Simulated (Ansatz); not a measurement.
Consider the isomerisation: `C[CH]1[CH2][AlH]1` → `C1[CH2][AlH][CH2]1`.

Program: Ansatz. Geometries: PBE0-D4/def2-TZVP. ΔE: electronic, gas phase. CCSD(T)/CBS adds triple-zeta CCSD(T) − MP2 to the extrapolated MP2 energy (def2 sets, frozen cores). DFT in def2-TZVPP.

```tsv
level	ΔE (kJ/mol)
BLYP-D4	-90.1
r2SCANh-D4	-96.0
HF/def2-TZVPP	-102.4
HF/def2-QZVPP	-102.3
```

(1) What does CCSD(T)/CBS give? (Best estimate.)

(2) What do rigid-rotor, harmonic-oscillator terms from PBE0-D4/def2-TZVP frequencies (298.15 K, 1 bar) make of the CCSD(T)/CBS value? (Estimate.)

Largest T1 diagnostic among the species: 0.010.

## Answers

(1) The calculation gave: -96.6 kJ/mol. The listed levels differ from it by 6.5, 0.6, -5.8, -5.7 kJ/mol.

(2) The calculation gave: ΔZPE = +2.1 kJ/mol, ΔH = -95.9 kJ/mol, ΔS = -9 J/(mol·K), ΔG = -93.1 kJ/mol.

In def2-TZVPP, CCSD(T) changes the Hartree–Fock value by +5.2 kJ/mol (the triples alone add +1.4 kJ/mol) and MP2 by +4.3 kJ/mol. From BLYP to BHLYP (50 % exact exchange), in def2-TZVPP and without D4, ΔE moves by −11.6 kJ/mol.
